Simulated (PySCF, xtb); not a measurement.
CH3F3OSn, SMILES C[O][Sn]([F])([F])[F]. The values are those of a single conformer.

Harmonic wavenumbers (cm⁻¹) from GFN2-xTB (xtb 6.7.1) at its own minimum, in rising order: 10, 51, 83, 85, 93, 100, 165, 187, 281, 406, 412, 418, 989, 1102, 1127, 1374, 1406, 1448, 2926, 2938, 2941.

Question: What does PySCF with PBE0-D3(BJ)/def2-SVP give at its own minimum? (Estimate from the structure and the level; the computed values follow.)

Answer: 19, 96, 110, 154, 156, 186, 193, 262, 583, 658, 675, 686, 1116, 1170, 1184, 1464, 1468, 1479, 3026, 3114, 3149. Paired by order, the mean absolute difference is 114 cm⁻¹ and the zero-point energies are 26.5 and 29.9 kcal/mol.
